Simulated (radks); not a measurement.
Problem. The mean radii <r> (bohr) of the occupied orbitals of an atom or ion are listed with their occupations. Calculated with a radial shooting solver on a logarithmic mesh with Libxc functionals: scalar-relativistic Kohn-Sham, r2SCAN, spin-polarised, spherical densities, finite nucleus; meta-GGA in the generalised Kohn-Sham scheme; Fermi nuclear charge, rms radius of each element as measured or else 0.836 A^(1/3) + 0.57 fm.

orbital  occ.      <r>
1s          2  0.02723
2s          2   0.1171
2p          6   0.1025
3s          2   0.3134
3p          6   0.3116
3d         10   0.2885
4s          2   0.7401
4p          6   0.7905
4d         10   0.9076
5s          2    1.745

Name the element and its charge. Open shells, if any, are filled with parallel spins first.

Solution. Z = 53, iodine, charge +5: I5+ in [Kr] 4d10 5s2. The 1s radius gives Z: for a bare nucleus <r> = (2 gamma + 1)/(2Z) with gamma = sqrt(1 - (Z/c)^2), 0.02683 bohr for Z = 53, and screening makes it slightly larger (0.02723 here). The occupations add up to 48, and the charge is Z minus that.
